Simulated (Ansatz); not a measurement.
A run of Ansatz (development build ahead of 0.2.0) on singlet CdCl₂ at this shape:

```yaml
atoms:
  - { symbol: Cl, position_ang: [-0.0100, 0.0588, -2.7253] }
  - { symbol: Cd, position_ang: [0.0451, 0.0188, 0.0349] }
  - { symbol: Cl, position_ang: [-0.0362, -0.0324, 2.7671] }
```

Its results:

* Converged: yes
* Total energy: -1085.58635 hartree
* Spin squared of the determinant: 0.000

Problem. Which input gives this output? Name the method, the orbitals and the basis set, and write the input.

Solution. RHF in def2-SVP. The basis set brings a core potential for Cd, so the total leaves out those core electrons. An unrestricted run that stays on the closed shell gives the same numbers.

```yaml
crystal:
  periodic: [false, false, false]
  atoms:
    - { symbol: Cl, position_ang: [-0.00997, 0.05881, -2.72528] }
    - { symbol: Cd, position_ang: [0.04507, 0.0188, 0.03486] }
    - { symbol: Cl, position_ang: [-0.03615, -0.03239, 2.76706] }
basis:
  gaussian: { orbitals: def2-SVP }
hamiltonian:
  xc: hf
```

Caution: stretched shape with no unrestricted run beside it, a lower state can exist.
